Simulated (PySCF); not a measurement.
Isomers of C3H9BO2Si. The calculation used PBE0-D3(BJ)/def2-SVP geometry optimisation, gas phase (PySCF). One conformer each; no zero-point energy, no entropy. No frequencies were run at this level. Point groups hold within 0.08 Å.

Question: Rank from lowest to highest electronic energy at this level (kJ/mol).
A. `[OH:1][B:2]([OH:3])[SiH2:4][CH:5]1[CH2:6][CH2:7]1` with H–O1–B2–O3 0°, O1–B2–O3–H 1°, O1–B2–Si4–C5 16°, B2–Si4–C5–C6 -79°
B. `[CH2:1]=[C:2]([CH2:3][SiH3:4])[B:5]([OH:6])[OH:7]` with C1–C2–C3–Si4 112°, C2–B5–O6–H 4°, C2–B5–O7–H 178°

Answer: B (0.0), A (56.5).

As drawn, the lower has a C=C bond outside aromatic rings, which the higher lacks; the higher has a three-membered ring, which the lower lacks.

| SMILES | E (Eh) | E rel (kJ/mol) | dipole (D) | point group | A, B, C (MHz) |
| --- | --- | --- | --- | --- | --- |
| C=C(C[SiH3])B(O)O | -583.85986 | 0.0 | 1.78 | C1 | 3143, 1467, 1084 |
| OB(O)[SiH2]C1CC1 | -583.83834 | 56.5 | 3.42 | C1 | 4592, 1113, 943.4 |

Question: How do the relative energies change in single points at PBE0/pcSseg-1 (no added dispersion term) on the same geometries?

Answer: 
```json
{"SMILES": "C=C(C[SiH3])B(O)O", "PBE0-D3(BJ)/def2-SVP (kJ/mol)": "0.0", "PBE0/pcSseg-1 (kJ/mol)": "0.0", "shift": "0.0"}
{"SMILES": "OB(O)[SiH2]C1CC1", "PBE0-D3(BJ)/def2-SVP (kJ/mol)": "56.5", "PBE0/pcSseg-1 (kJ/mol)": "56.0", "shift": "-0.5"}
```

Each column counts from its own lowest isomer. The order is unchanged; the largest shift is 0.5 kJ/mol.
